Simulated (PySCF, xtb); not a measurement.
C₃H₃BFNO, SMILES FB1N=CC=CO1.

GFN2-xTB run with xtb at its own geometry gives an orbital gap of 2.24 eV and a dipole moment of 4.53 D.

Coordinates come from a B3LYP-D3(BJ)/def2-SVP optimisation. The structure was generated by enumeration, and PubChem lists no compound with its InChIKey, so it may never have been made.

Q: What does PBE/def2-TZVP run with PySCF give? (The exact figures need the calculation; the answer reports its results.)

A: gap 3.11 eV (levels -5.98 and -2.87 eV), dipole 3.94 D.
